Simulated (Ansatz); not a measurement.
`[F][Al]([SbH2])[CH2]Cl`, 9 atoms. Total charge 0; spin multiplicity 1. Correlated methods include outer-core shells of Sb, which these sets cover unevenly. Sb: def2 effective core potential. All runs use 4 threads of an AMD EPYC 9R05 on a shared host. Correlated methods freeze the cores.

Task: How many basis functions does each run have, and how long does it take in Ansatz? RKS PBE0-D4/def2-TZVP relaxation (10 steps); RKS r2SCAN0-D4/def2-TZVPP energy; direct RPA on PBE orbitals/def2-TZVPP energy; RKS ωB97M-V/def2-SVP energy; RKS PBE0-D4/def2-QZVPP energy; RKS BHLYP-D4/def2-TZVPP energy; RKS ωB97M-V/def2-QZVPP energy; RHF-MP2/def2-QZVPP energy; RHF-CCSD(T)/def2-TZVPP energy; RHF-CCSD(T)/def2-SVP energy; RKS SPW92 (LDA)/def2-TZVPP energy; RKS PBE0-D4/def2-TZVP frequencies. (Estimate.)

Result: The calculation gave: Other jobs shared the machine, so times are rough.

```json
{"level": "RKS SPW92 (LDA)/def2-TZVPP", "job": "energy", "functions": "252", "wall time": "0.55 s", "peak host memory (GiB)": "0.37"}
{"level": "RKS BHLYP-D4/def2-TZVPP", "job": "energy", "functions": "252", "wall time": "1.2 s", "peak host memory (GiB)": "0.82"}
{"level": "RKS r2SCAN0-D4/def2-TZVPP", "job": "energy", "functions": "252", "wall time": "1.9 s", "peak host memory (GiB)": "0.82"}
{"level": "RKS ωB97M-V/def2-SVP", "job": "energy", "functions": "110", "wall time": "2 s", "peak host memory (GiB)": "0.4"}
{"level": "direct RPA on PBE orbitals/def2-TZVPP", "job": "energy", "functions": "252", "wall time": "2.1 s", "peak host memory (GiB)": "0.66"}
{"level": "RHF-CCSD(T)/def2-SVP", "job": "energy", "functions": "110", "wall time": "2.4 s", "peak host memory (GiB)": "0.56"}
{"level": "RKS PBE0-D4/def2-QZVPP", "job": "energy", "functions": "456", "wall time": "3.7 s", "peak host memory (GiB)": "1.9"}
{"level": "RKS ωB97M-V/def2-QZVPP", "job": "energy", "functions": "456", "wall time": "7 s", "peak host memory (GiB)": "2.3"}
{"level": "RHF-MP2/def2-QZVPP", "job": "energy", "functions": "456", "wall time": "7.5 s", "peak host memory (GiB)": "2.6"}
{"level": "RKS PBE0-D4/def2-TZVP", "job": "relaxation (10 steps)", "functions": "210", "wall time": "15 s", "peak host memory (GiB)": "0.68"}
{"level": "RKS PBE0-D4/def2-TZVP", "job": "frequencies", "functions": "210", "wall time": "58 s", "peak host memory (GiB)": "0.68"}
{"level": "RHF-CCSD(T)/def2-TZVPP", "job": "energy", "functions": "252", "wall time": "63 s", "peak host memory (GiB)": "5.8"}
```
